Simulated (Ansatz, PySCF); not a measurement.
Pair of molecules: HF (SMILES F) (first 2 atoms) with SO2 (SMILES O=S=O); geometry from B3LYP-D3(BJ)/def2-TZVP.
(charge 0, multiplicity 1):
```
atom    x (Å)    y (Å)    z (Å)
----  -------  -------  -------
F      0.3508   0.5070  -0.6568
H      0.0840   0.7241   0.2106
O     -0.3360   0.6626   2.0092
S     -0.1943  -0.5705   2.7516
O     -0.5351  -0.5550   4.1443
```

Basis-set superposition error: the interaction energy with monomers in their own basis, and in the dimer's basis (counterpoise).

Programs: Ansatz (Gaussian orbitals); PySCF for 6-31G* rows, M06-2X. Values without a source in brackets are computed.

| level | uncorrected (kcal/mol) | counterpoise (kcal/mol) | difference |
|---|---|---|---|
| HF/6-31G* | -4.83 | -3.82 | 1.01 |
| HF/aug-cc-pV(T+d)Z | -3.76 | -3.61 | 0.14 |
| B3LYP/def2-TZVPPD | -4.14 | -4.08 | 0.07 |
| M06-2X/def2-TZVPPD | -4.85 | -4.78 | 0.07 |
| wB97X-V/def2-TZVPPD | -4.66 | -4.60 | 0.06 |
| wB97M-V/def2-TZVPPD | -4.70 | -4.65 | 0.05 |
| MP2/aug-cc-pV(T+d)Z | -4.60 | -3.92 | 0.68 |
| SCS-MP2/aug-cc-pV(D+d)Z | -4.35 | -3.18 | 1.17 |
| CCSD/aug-cc-pV(T+d)Z | -4.74 | -4.09 | 0.65 |
| CCSD(T)/aug-cc-pV(T+d)Z | -4.88 | -4.18 | 0.70 |

The error is largest for SCS-MP2/aug-cc-pV(D+d)Z (1.17 kcal/mol) and smallest for wB97M-V/def2-TZVPPD (0.05 kcal/mol).

Ansatz is a program for electronic structure.
